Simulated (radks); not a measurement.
The numbers below are computed, except where a source is named.
Task: The mean radii <r> (bohr) of the occupied orbitals of an atom or ion are listed with their occupations. Level of theory: non-relativistic Kohn-Sham, r2SCAN, spin-polarised, spherical densities, point nucleus; meta-GGA in the generalised Kohn-Sham scheme (a radial shooting solver on a logarithmic mesh with Libxc functionals).

orbital  occ.     <r>
1s up       1  0.1040
1s down     1  0.1040
2s up       1  0.5192
2s down     1  0.5194
2p up       3  0.4846
2p down     3  0.4847
3s up       1   1.834
3s down     1   1.841
3p up       2   2.110

Name the element and its charge. Open shells, if any, are filled with parallel spins first.

Result: Z = 15, phosphorus, charge +1: P+ in [Ne] 3s2 3p2. The 1s radius gives Z: for a bare nucleus <r> = 1.5/Z, 0.1 bohr for Z = 15, and screening makes it slightly larger (0.1040 here). The occupations add up to 14, and the charge is Z minus that.
